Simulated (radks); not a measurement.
Initial-state core-level shifts of the cerium ion Ce+ when its valence configuration changes from [Xe] 4f1 5d2. Calculated with a radial shooting solver on a logarithmic mesh with Libxc functionals: Dirac Kohn-Sham, BLYP, spin-unpolarised, spherical densities, point nucleus; open shells fill j = l - 1/2 first. Shifts are changes of the shell-averaged eigenvalues in eV (positive: less bound).

| valence | 1s | 3s | 3p | 5s |
|---|---|---|---|---|
| 5d2 6s1 | -9.391 | -11.560 | -11.528 | -5.442 |
| 4f1 5d1.5 6p0.5 | -1.451 | -1.481 | -1.481 | -1.444 |
| 4f1 5d1.5 6s0.5 | -0.972 | -1.002 | -1.002 | -0.972 |
| 4f1 5d1 6s1 | -2.019 | -2.081 | -2.082 | -2.002 |
| 4f2 5d1 | +5.661 | +7.210 | +7.187 | +2.956 |
| 4f0.5 5d2 6p0.5 | -4.946 | -5.969 | -5.954 | -3.113 |
| 4f1 5d1 6p1 | -2.973 | -3.035 | -3.035 | -2.936 |
| 4f0.5 5d2.5 | -3.431 | -4.417 | -4.403 | -1.628 |
| 4f1 6s2 | -4.321 | -4.453 | -4.454 | -4.212 |
